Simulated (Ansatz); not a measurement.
C2H6BN can be A, `BCN=C`, or B, `[BH3-][N+]#CC`.

Program: Ansatz. Geometries: PBE0-D4/def2-TZVP. ΔE: electronic, gas phase. CCSD(T)/CBS is the MP2 limit (def2-TZVPP, def2-QZVPP) plus CCSD(T) − MP2 in def2-TZVPP, frozen cores. This one scheme is used for every species. Functionals use def2-TZVPP. B3LYP here is the variant with VWN-RPA as its local correlation; programs differ in this. Each species was taken in one conformer, which may not be the lowest.

(1) Which is lower in electronic energy at CCSD(T)/CBS, and by how much? (Estimate.)

(2) Give E(B) − E(A) in kJ/mol with r2SCAN-D4, PBE0-D4, ωB97M-V, PBE-D4, B3LYP, HF/def2-TZVPP, B2PLYP. (Estimate.)

(3) Does the order hold for the free energy at 298.15 K (harmonic terms from PBE0-D4)? (Estimate.)

Largest T1 diagnostic: 0.013.

Answers

(1) Computed: B, by 79.5 kJ/mol.

(2) Ansatz gave: r2SCAN-D4 -92.2, PBE0-D4 -83.3, ωB97M-V -78.6, PBE-D4 -95.9, B3LYP -88.1, HF/def2-TZVPP -57.4, B2PLYP -90.7. None reverses the order clearly.

(3) The calculation gave: Yes: G(B) − G(A) = -82.8 kJ/mol, for one conformer each. Modes under 60 cm⁻¹, often nearly free rotors, make the harmonic entropy too high.

From r2SCAN to r2SCAN0 (25 % exact exchange), in def2-TZVPP and without D4, E(B) − E(A) moves by +9.5 kJ/mol. At CCSD(T), def2-SVP lies −11.4 kJ/mol from the extrapolated value and def2-TZVPP −4.0 kJ/mol.
